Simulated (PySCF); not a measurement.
**How methods differ on the excitation energy of Ga(2+)**

Ga(2+) [Ar] 3d10 4s1 (2S) → Ga(2+) [Ar] 3d9 4s1 4p1 (high-spin determinant), as a difference of total energies. Calculation: PySCF 2.14, in x2c-TZVPPall (6s5p4d1f, 48 functions); the spin-free X2C one-electron Hamiltonian (Gaussian nucleus). Correlated levels: valence and next inner shell: [Ne] frozen. The calculations carry no spin-orbit coupling.

| method | excitation energy (cm⁻¹) |
| --- | --- |
| UHF | 172460 |
| MP2 (valence and next inner shell) | 188600 |
| SCS-MP2 (valence and next inner shell) | 187120 |
| CCSD (valence and next inner shell) | 184040 |
| CCSD(T) (valence and next inner shell) | 184270 |

A first-order spin-orbit estimate (lowest level to lowest level, LS coupling) adds -0.092 eV.

The basis was made for the ground configuration and has no added diffuse functions, so the excitation energy can come out too high.

The determinant of the upper state mixes LS terms, which raises its energy above the lowest term, most at the Hartree-Fock and MP2 levels.
